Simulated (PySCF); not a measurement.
Al(H)(NCO)2 (C2HAlN2O2), SMILES O=C=[N][AlH][N]=C=O.

Geometry optimised at PBE0-D3(BJ)/def2-SVP. The structure was generated by enumeration; whether it is a known compound was not checked. One conformer was computed; it need not be the lowest.

Computed with TDA-PBE/def2-SVPD run with PySCF.

Vertical excitations. Isolated molecule, no solvent. State labels are in the subgroup C2v.

**Question.** Estimate the UV-visible absorptions. (The exact figures need the calculation; the answer reports its results.)

**Answer.** 
```csv
state,symmetry,energy (eV),λ (nm),f,main pairs
S1,A2,4.98,249,0.000,HOMO→LUMO 100 %
S2,B1,5.20,239,0.005,HOMO−2→LUMO 99 %
S3,B2,5.55,223,0.177,HOMO−1→LUMO 92 %
S4,A1,5.87,211,0.044,HOMO−3→LUMO 92 %
S5,B2,6.42,193,0.042,HOMO→LUMO+1 97 %
S6,A2,6.51,190,0.000,HOMO−1→LUMO+1 100 %
S7,A1,6.65,186,0.011,HOMO−2→LUMO+1 97 %
S8,B1,6.70,185,0.013,"HOMO−4→LUMO 81 %, HOMO−3→LUMO+1 17 %"
S9,B1,6.96,178,0.075,"HOMO−3→LUMO+1 74 %, HOMO−4→LUMO 13 %, HOMO−1→LUMO+2 12 %"
S10,A1,7.05,176,0.021,"HOMO→LUMO+2 81 %, HOMO−2→LUMO+3 17 %"
T1,A2,4.90,253,0,HOMO→LUMO 100 %
T2,B2,4.96,250,0,HOMO−1→LUMO 99 %
T3,B1,5.04,246,0,HOMO−2→LUMO 99 %
T4,A1,5.20,239,0,HOMO−3→LUMO 99 %
```
Triplets are in the Tamm–Dancoff approximation.
